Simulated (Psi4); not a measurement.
CH$_{5}$Si, doublet, geometry from GFN2-xTB. Base run: BLYP/def2-SVP (Psi4).

Geometry (Å):
```xyz
7

C     -0.0171     0.1386    -1.2595
Si     0.0077    -0.0661     0.5724
H     -0.9296     0.2292    -1.8223
H      0.8801     0.2074    -1.8493
H      0.0335     1.2433     1.2445
H     -1.1979    -0.7787     1.0029
H      1.2082    -0.8076     0.9671
```
Charge 0, spin multiplicity 2.
Orbitals are unrestricted.
All else is at Psi4's defaults (density fitting).

The base run was repeated with changes; each row names its change, and settings that it needs were set with it.

```
change                                    E (Eh)  SCF-reference dipole (D)  SCF-reference <S^2>  core-seconds (rough)
------------------------------------  ----------  ------------------------  -------------------  --------------------
base                                  -330.36959                      0.54                0.753                     6
functional = pbe                      -330.18804                      0.55                0.753                     5
functional = pbe0-dh                  -330.21222                         -                0.755                     5
functional = x3lyp                    -330.36578                      0.56                0.754                     6
functional = scan                     -330.40170                      0.58                0.756                     9
functional = hse06                    -330.25214                      0.58                0.754                    10
functional = wb97x                    -330.39226                      0.58                0.754                     4
functional = hf (with energy('scf'))  -329.54247                      0.61                0.760                     2
functional = m06-2x                   -330.35937                      0.58                0.755                     7
functional = m11                      -330.34857                      0.67                0.752                    10
functional = m06                      -330.36110                      0.52                0.756                     6
functional = revpbe                   -330.33530                      0.55                0.754                     4
functional = b97m-v                   -330.33020                      0.70                0.755                    50
```

Totals shift with the method and basis; they matter in differences.

Open shells are given as the SCF converged; they aren't shown to be the lowest states, and a large step between rows can be another state.
